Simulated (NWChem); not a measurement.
System: C₄H₄N₂; SMILES N#CCCC#N

NWChem input:

```
start job
memory heap 200 mb stack 900 mb global 1100 mb
geometry units angstroms noautosym nocenter noautoz
  N     -0.184552     2.977185     0.000000
  C      0.170665     1.876343     0.000000
  C      0.597831     0.482761     0.000000
  C     -0.597831    -0.482761     0.000000
  C     -0.170665    -1.876343     0.000000
  N      0.184552    -2.977185     0.000000
  H      1.231373     0.307953    -0.883914
  H      1.231373     0.307953     0.883914
  H     -1.231373    -0.307953     0.883914
  H     -1.231373    -0.307953    -0.883914
end
basis spherical
  N library def2-svp
  C library def2-svp
  H library def2-svp
end
dft
  xc xcamb88 1.00 lyp 0.81 vwn_5 0.19 hfexch 1.00
  cam 0.33 cam_alpha 0.19 cam_beta 0.46
  iterations 150
end
property
  efieldgrad
end
task dft property
```

All runs use the structure optimised with PBE0/def2-SVP.

Vzz is the largest principal value of the second derivative of the potential at the nucleus (NWChem prints the opposite sign); η is the asymmetry. Non-relativistic.

Atoms are numbered as in the input.

Task: Give the results of this calculation. (CAM-B3LYP/def2-SVP.) Quantities: Vzz N6 (a.u.); η N6.

Result: 
- Vzz N6 (a.u.) = -0.852
- η N6 = 0.07
